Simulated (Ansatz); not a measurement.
Relaxation of CH₅BOSi (9 atoms, charge 0, multiplicity 1), to a largest force component of 0.015 eV/Å in at most 40 steps.

All numbers below come from RKS PBE-D4/6-31G (Ansatz 0.2.0).

```xyz
9
Properties=species:S:1:pos:R:3
B -0.169 1.241 -0.992
C 0.409 -0.143 -0.849
Si 0.286 -1.153 0.611
O -0.482 -0.673 1.953
H -0.039 1.837 -1.995
H -0.761 1.752 -0.107
H 0.946 -0.580 -1.685
H 0.711 -2.464 1.060
H -0.901 0.182 2.004
```

Question: Where does it end, and by what steps?

Answer: The run converged. Limits of this set-up: no polarisation functions. After 6 steps the energy has fallen by 0.324 eV; H9 moved furthest, 0.21 Å.

| step | energy less start (eV) | largest force component (eV/Å) | accepted |
| --- | --- | --- | --- |
| 0 | 0.0000 | 2.952 | yes |
| 1 | -0.2609 | 1.300 | yes |
| 2 | -0.3142 | 0.385 | yes |
| 3 | -0.3203 | 0.212 | yes |
| 4 | -0.3223 | 0.117 | yes |
| 5 | -0.3228 | 0.074 | yes |
| 6 | -0.3236 | 0.008 | yes |

```xyz
9
Properties=species:S:1:pos:R:3
B -0.164 1.175 -0.932
C 0.458 -0.200 -0.903
Si 0.289 -1.139 0.584
O -0.547 -0.544 1.967
H -0.098 1.886 -1.904
H -0.759 1.614 0.038
H 1.002 -0.644 -1.745
H 0.758 -2.507 0.989
H -0.940 0.359 1.907
```

Whether the end is a true minimum wasn't checked by a vibrational analysis.

The run took 19 s on 1 thread of Arm Neoverse V1, on a shared host, peak memory 0.15 GiB.
